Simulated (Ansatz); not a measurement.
Program: Ansatz. Geometries: PBE0-D4/def2-TZVP. ΔE: electronic, gas phase. CCSD(T)/CBS adds triple-zeta CCSD(T) − MP2 to the extrapolated MP2 energy (def2 sets, frozen cores). This one scheme is used for every species. Each species was taken in one conformer, which may not be the lowest.

Consider the ligand exchange at the Al–O bond: `[AlH2][O][SiH2][AlH2]` + `NBO` → `OB[NH][AlH2]` + `O[SiH2][AlH2]`.

`[AlH2][O][SiH2][AlH2]`:

```xyz
10

Al    1.176   -0.173   -2.243
O     0.444    0.385   -0.838
Si   -0.258    0.937    0.531
Al   -1.054   -0.907    1.962
H     2.721   -0.497   -2.198
H     0.276   -0.351   -3.529
H    -1.390    1.848    0.174
H     0.716    1.794    1.276
H    -1.764   -0.612    3.355
H    -0.866   -2.423    1.510
```

`NBO`:

Cartesian coordinates in Å:
```
N -0.238 1.032 -0.140
B 0.297 -0.250 0.006
O -0.553 -1.292 0.275
H -1.222 1.222 -0.056
H 0.328 1.836 -0.337
H 1.482 -0.421 -0.105
H -0.094 -2.128 0.357
```

`OB[NH][AlH2]`:

Cartesian coordinates in Å:
```
O 0.960 0.524 1.576
B 0.554 1.143 0.431
N -0.170 0.475 -0.603
Al -0.699 -1.232 -0.664
H 0.717 -0.407 1.631
H 0.839 2.303 0.328
H -0.395 1.076 -1.383
H -1.497 -1.771 -1.914
H -0.309 -2.112 0.598
```

`O[SiH2][AlH2]`:

```xyz
8

O     1.527    0.207   -1.042
Si   -0.039   -0.246   -0.724
Al   -0.577    0.312    1.610
H     1.857    0.040   -1.926
H    -0.982    0.429   -1.674
H    -0.224   -1.710   -0.986
H    -2.038   -0.014    2.150
H     0.476    0.982    2.591
```

```tsv
species	HF/def2-TZVPP energy (Eh)
`[AlH2][O][SiH2][AlH2]`	-851.25933
`NBO`	-156.49346
`OB[NH][AlH2]`	-399.02034
`O[SiH2][AlH2]`	-608.69876
```

Work out ΔE.

ΔE = (-399.02034) + (-608.69876) − (-851.25933) − (-156.49346) = 0.03369 Eh = +88.5 kJ/mol. CCSD(T)/CBS gives +74.6 kJ/mol.

What do rigid-rotor, harmonic-oscillator terms from PBE0-D4/def2-TZVP frequencies (298.15 K, 1 bar) make of the CCSD(T)/CBS value? (Estimate.)

The calculation gave: ΔZPE = -0.5 kJ/mol, ΔH = +72.3 kJ/mol, ΔS = -26 J/(mol·K), ΔG = +80.1 kJ/mol. Modes under 50 cm⁻¹ make the entropy rough.

Largest T1 diagnostic among the species: 0.013.

From BLYP to BHLYP (50 % exact exchange), in def2-TZVPP and without D4, ΔE moves by +4.5 kJ/mol. In def2-TZVPP, CCSD(T) changes the Hartree–Fock value by −14.0 kJ/mol (the triples alone add −2.6 kJ/mol) and MP2 by −13.0 kJ/mol.
